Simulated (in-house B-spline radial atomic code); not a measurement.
# Ionising Tc⁷⁺ with different functionals

Computed with a radial B-spline atomic code at the basis-set limit: scalar-relativistic (spin-free X2C) Hamiltonian, Fermi nucleus of rms radius 4.41117 fm, spin-polarised at highest spin, spherical fractional occupations for the functionals, the average over the highest-spin determinants for Hartree-Fock. The ionisation energy is the difference of two self-consistent energies, [Ar] 3d10 4s2 4p6 → [Ar] 3d10 4s2 4p5, without Breit or QED terms; ε is the level of the shell that loses the electron (its least bound occupied spin orbital). There is no spin-orbit coupling in this Hamiltonian.

Hybrids are left out here: with spherical fractional occupations of an open shell their exact exchange keeps a self-interaction that integer-occupation calculations don't have.

```json
{"method": "Hartree-Fock", "rung": "Hartree-Fock", "ΔSCF (eV)": "151.11", "-ε(4p) (eV)": "151.81"}
{"method": "LDA VWN5", "rung": "LDA", "ΔSCF (eV)": "152.10", "-ε(4p) (eV)": "142.34"}
{"method": "LDA PW92", "rung": "LDA", "ΔSCF (eV)": "152.10", "-ε(4p) (eV)": "142.33"}
{"method": "LDA exchange-only", "rung": "LDA", "ΔSCF (eV)": "150.12", "-ε(4p) (eV)": "140.42"}
{"method": "PBE", "rung": "GGA", "ΔSCF (eV)": "151.90", "-ε(4p) (eV)": "142.21"}
{"method": "PBEsol", "rung": "GGA", "ΔSCF (eV)": "151.89", "-ε(4p) (eV)": "142.18"}
{"method": "BLYP", "rung": "GGA", "ΔSCF (eV)": "151.69", "-ε(4p) (eV)": "141.98"}
{"method": "RPBE", "rung": "GGA", "ΔSCF (eV)": "?", "-ε(4p) (eV)": "?"}
{"method": "PW91", "rung": "GGA", "ΔSCF (eV)": "152.02", "-ε(4p) (eV)": "142.32"}
{"method": "BP86", "rung": "GGA", "ΔSCF (eV)": "152.04", "-ε(4p) (eV)": "142.32"}
{"method": "AM05", "rung": "GGA", "ΔSCF (eV)": "151.92", "-ε(4p) (eV)": "142.19"}
{"method": "OLYP", "rung": "GGA", "ΔSCF (eV)": "?", "-ε(4p) (eV)": "?"}
{"method": "TPSS", "rung": "meta-GGA", "ΔSCF (eV)": "152.16", "-ε(4p) (eV)": "142.53"}
{"method": "SCAN", "rung": "meta-GGA", "ΔSCF (eV)": "152.70", "-ε(4p) (eV)": "143.19"}
{"method": "r2SCAN", "rung": "meta-GGA", "ΔSCF (eV)": "152.66", "-ε(4p) (eV)": "143.12"}
{"method": "revTPSS", "rung": "meta-GGA", "ΔSCF (eV)": "152.19", "-ε(4p) (eV)": "142.56"}
```

**Question.** What does OLYP give?

**Answer.** ΔSCF 152.29 eV, and -ε(4p) = 142.66 eV.

**Question.** What does RPBE give?

**Answer.** ΔSCF 151.87 eV, and -ε(4p) = 142.20 eV.

**Question.** How do they compare with the NIST value?

**Answer.** NIST lists 150 eV ± 2.1 (tabulated theory, ground level to ground level). Errors run from +0.12 to +2.70 eV; all lie within about twice that uncertainty, so the table can't rank the methods. Hartree-Fock also lacks correlation.
